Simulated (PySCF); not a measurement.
**State search for BeP**

Unrestricted PBE0; PySCF, no relativity, basis sets Be pcseg-1, P pcseg-1. Outer shells of the fragments: Be 2s2; P 3s2 3p3.

Followed along the bond (rough minima from three points):

```tsv
2Ms+1	unpaired	⟨S²⟩ at the start	R at minimum (Å)	Te (eV)
4	σ ↑, π ↑↑	3.75	2.08	0.00
2	σ ↓, π ↑↑	1.76	2.08	0.15
2	π ↑	0.80	1.91	0.29
2	σ ↑, π ↑↓	1.76	2.08	0.41
2	σ ↑	0.75	2.07	1.45
```

Solutions found at the starting distance of 2.025 Å, counted from the lowest of them; the search is not exhaustive and high or unbound solutions are not listed, so other states can lie among these:

```
2Ms+1   unpaired   term  E (eV)  ⟨S²⟩  ⟨Lz²⟩  μ (D)
    4  σ ↑, π ↑↑    ⁴Σ⁻    0.00  3.75   0.00  -0.54
    2  σ ↓, π ↑↑  mixed    0.15  1.76   0.00  -0.65
    2        π ↑     ²Π    0.37  0.80   1.01  -4.09
    2  σ ↑, π ↑↓  mixed    0.41  1.76   2.01  -0.51
    2        σ ↑  mixed    1.44  0.75   2.00  -0.25
    4  σ ↑↑, π ↑     ⁴Π    1.77  3.76   1.01  -0.11
    4      π ↑↑↑     ⁴Π    2.69  3.78   1.00  -2.16
    2        π ↑     ²Π    4.63  0.75   1.00   5.87
```

A term symbol is given only where ⟨S²⟩ and ⟨Lz²⟩ are close to those of a pure state; real π, δ and φ orbitals otherwise mix terms. A positive dipole means Be(−)P(+).
